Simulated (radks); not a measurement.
All-electron atom: Kr20+ in [Ne] 3s2 3p4. Method: Dirac Kohn-Sham, PBEsol, spin-unpolarised, spherical densities, point nucleus; open shells fill j = l - 1/2 first; computed with a radial shooting solver on a logarithmic mesh with Libxc functionals.

Spin-orbit splittings of the eigenvalues, e(l+1/2) - e(l-1/2), with zeta = 2 splitting/(2l+1) and mean radii in bohr:

[
 {"shell": "2p", "occ.": "6", "splitting (eV)": "54.62", "zeta (eV)": "36.42", "<r> j=l-1/2": "0.1558", "<r> j=l+1/2": "0.1596"},
 {"shell": "3p", "occ.": "4", "splitting (eV)": "11.73", "zeta (eV)": "7.822", "<r> j=l-1/2": "0.4495", "<r> j=l+1/2": "0.4558"}
]
